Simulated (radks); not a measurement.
Q: All-electron atom: Bi+ in [Hg] 6p2. Method: scalar-relativistic Kohn-Sham, PBE, spin-polarised, spherical densities, finite nucleus; open shells are filled with parallel spins first (spin-orbit coupling, left out, can overturn this in heavy ions); Fermi nuclear charge, rms radius 5.5211 fm; computed with a radial shooting solver on a logarithmic mesh with Libxc functionals. Some entries of the table are withheld. Estimate them.

| orbital | occ. | eigenvalue (eV) | <r> (bohr) |
|---|---|---|---|
| 1s up | 1 | -90625.32 | 0.01580 |
| 1s down | 1 | -90625.30 | 0.01580 |
| 2s up | 1 | -16291.05 | 0.06649 |
| 2s down | 1 | -16291.04 | 0.06649 |
| 2p up | 3 | -13942.92 | 0.06054 |
| 2p down | 3 | -13942.90 | 0.06054 |
| 3s up | 1 | -3938.724 | 0.1716 |
| 3s down | 1 | -3938.708 | 0.1716 |
| 3p up | 3 | -3267.458 | 0.1737 |
| 3p down | 3 | -3267.440 | 0.1737 |
| 3d up | 5 | -2591.665 | 0.1575 |
| 3d down | 5 | -2591.649 | 0.1575 |
| 4s up | 1 | -910.2240 | 0.3771 |
| 4s down | 1 | -910.1976 | 0.3771 |
| 4p up | 3 | -690.1695 | 0.4026 |
| 4p down | 3 | -690.1411 | 0.4026 |
| 4d up | 5 | -438.1610 | 0.4225 |
| 4d down | 5 | -438.1286 | 0.4225 |
| 5s up | 1 | -165.7365 | 0.8312 |
| 5s down | 1 | -165.6592 | 0.8312 |
| 4f up | 7 | -160.6870 | 0.4410 |
| 4f down | 7 | -160.6496 | 0.4410 |
| 5p up | 3 | (1) | 0.9483 |
| 5p down | 3 | (2) | 0.9478 |
| 5d up | 5 | -35.2287 | (3) |
| 5d down | 5 | -34.9679 | (4) |
| 6s up | 1 | -22.6026 | 2.132 |
| 6s down | 1 | -21.3481 | 2.113 |
| 6p up | 2 | -12.0381 | 2.782 |
| 6p down | 0 | -10.5746 | 2.799 |
| 7s up | 0 | -5.0719 | 5.437 |

A: 
(1) 5p up eigenvalue (eV): -103.9540
(2) 5p down eigenvalue (eV): -103.8751
(3) 5d up <r> (bohr): 1.236
(4) 5d down <r> (bohr): 1.226
